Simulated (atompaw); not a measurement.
# What one change does to a pseudopotential (germanium, PAW (atompaw))

* Element: germanium (Ge)
* Generator: atompaw 4.2.0.5
* Type: PAW
* Functional: PBEsol
* Relativity: scalar-relativistic
* Frozen core: [Ne] 3s2
* Valence charge: 20
* Reference configuration: 3p6 3d10 4s2 4p1.5 (charge +0.5)
* Partial waves: 4s (bound): rc 1.35 bohr; 4s channel at -0.45 Ry: rc 1.35 bohr; 3p (bound): rc 1.15 bohr; 4p (bound): rc 1.35 bohr; 3d (bound): rc 1.35 bohr; 3d channel at -1.65 Ry: rc 1.35 bohr
* Local potential: vpsmatchnc scheme with l = 3 at 0.5 Ry, radius 1.25 bohr
* Core correction: smooth core density matched at 0.90 bohr
* Augmentation charge: sinc compensation charge, radius 1.05 bohr; PAW radius 1.35 bohr; waves and projectors: custom polynom vanderbiltortho

Change: all radii scaled by about 0.77 (s 1.04, p 0.88, d 1.04 bohr); local potential vpsmatchnc scheme with l = 3 at 0.5 Ry, radius 0.96 bohr; augmentation sinc compensation charge, radius 0.80 bohr; PAW radius 1.04 bohr; waves and projectors: custom polynom vanderbiltortho; core correction smooth core density matched at 0.68 bohr.

Cutoffs: the cutoffs (Ry, on a coarse ladder) from which the occupation-weighted sum of valence levels, in a spherical-Bessel basis at the reference potential, stays within 10 and 1 mRy of its value at 400 Ry; they do not see the model core or the augmentation charge, which bear on the density cutoff.

What does the change do?

The potential gets harder (100 Ry and 160 Ry → 160 Ry and 260 Ry); both files keep a bound ghost (s). A smaller radius makes the pseudo-wave follow the all-electron one further in, where it bends more sharply, so more plane waves are needed.

| quantity | base | changed |
| --- | --- | --- |
| cutoff, loose | 100 Ry | 160 Ry |
| cutoff, tight | 160 Ry | 260 Ry |
| loose cutoff by channel (10 mRy a level) | s 25 Ry, p 55 Ry, d 50 Ry | s 35 Ry, p 90 Ry, d 90 Ry |
| bound ghosts | s | s |
| lowest overlap eigenvalue by channel | s 0.57, p 0.70, d 0.94 | s 0.51, p 0.73, d 0.93 |

 A true bound ghost makes a file unfit for plane-wave use even where its test errors are small: the radial tests pick states by their node count and pass the ghost by. The cutoffs see the waves, projectors and local potential, not the compensation charge or the core.
